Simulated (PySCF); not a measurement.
C10H10Fe, singlet, GFN2-xTB optimised geometry.

```
21

Fe     0.00     0.01     0.00
C      0.95     1.95     0.00
C      1.70     1.07    -0.81
C      2.16     0.01     0.00
C      1.70     0.24     1.32
C      0.95     1.44     1.32
H      0.51     2.89    -0.31
H      1.93     1.22    -1.85
H      2.81    -0.79    -0.31
H      1.93    -0.36     2.18
H      0.51     1.91     2.18
C     -2.16    -0.04     0.12
C     -1.63    -1.16     0.81
C     -0.91    -1.94    -0.13
C     -1.00    -1.31    -1.39
C     -1.77    -0.13    -1.23
H     -2.81     0.71     0.54
H     -1.80    -1.40     1.84
H     -0.44    -2.89     0.07
H     -0.61    -1.69    -2.31
H     -2.07     0.53    -2.02
```

Density from PBE0/def2-SVP (PySCF) at that geometry.

Minimum of the electron density along straight lines between bonded atoms, close to the bond critical point (lines longer than 1.1 times the sum of covalent radii, or with two minima, are not listed):

| bond | length / Å | ρ at the minimum / e bohr⁻³ | ∇²ρ there / e bohr⁻⁵ | position (fraction from the first atom) |
|---|---|---|---|---|
| Fe1–C2 | 2.161 | 0.067 | 0.25 | 0.48 |
| Fe1–C3 | 2.161 | 0.067 | 0.25 | 0.48 |
| C2–C3 | 1.413 | 0.294 | -0.69 | 0.50 |
| Fe1–C4 | 2.161 | 0.067 | 0.25 | 0.48 |
| C3–C4 | 1.413 | 0.294 | -0.69 | 0.50 |
| Fe1–C5 | 2.161 | 0.067 | 0.25 | 0.48 |
| C4–C5 | 1.413 | 0.294 | -0.69 | 0.50 |
| Fe1–C6 | 2.161 | 0.067 | 0.25 | 0.48 |
| C2–C6 | 1.413 | 0.294 | -0.69 | 0.50 |
| C5–C6 | 1.413 | 0.294 | -0.69 | 0.50 |
| C2–H7 | 1.077 | 0.283 | -1.09 | 0.63 |
| C3–H8 | 1.077 | 0.283 | -1.09 | 0.63 |
| C4–H9 | 1.077 | 0.283 | -1.09 | 0.63 |
| C5–H10 | 1.077 | 0.283 | -1.09 | 0.63 |
| C6–H11 | 1.077 | 0.283 | -1.09 | 0.63 |
| Fe1–C12 | 2.161 | 0.067 | 0.25 | 0.48 |
| Fe1–C13 | 2.161 | 0.067 | 0.25 | 0.48 |
| C12–C13 | 1.413 | 0.294 | -0.69 | 0.50 |
| Fe1–C14 | 2.161 | 0.067 | 0.25 | 0.48 |
| C13–C14 | 1.413 | 0.294 | -0.69 | 0.50 |
| Fe1–C15 | 2.161 | 0.067 | 0.25 | 0.48 |
| C14–C15 | 1.413 | 0.294 | -0.69 | 0.50 |
| Fe1–C16 | 2.161 | 0.067 | 0.25 | 0.48 |
| C12–C16 | 1.413 | 0.294 | -0.69 | 0.50 |
| C15–C16 | 1.413 | 0.294 | -0.69 | 0.50 |
| C12–H17 | 1.077 | 0.283 | -1.09 | 0.63 |
| C13–H18 | 1.077 | 0.283 | -1.09 | 0.63 |
| C14–H19 | 1.077 | 0.283 | -1.09 | 0.63 |
| C15–H20 | 1.077 | 0.283 | -1.09 | 0.63 |
| C16–H21 | 1.077 | 0.283 | -1.09 | 0.63 |
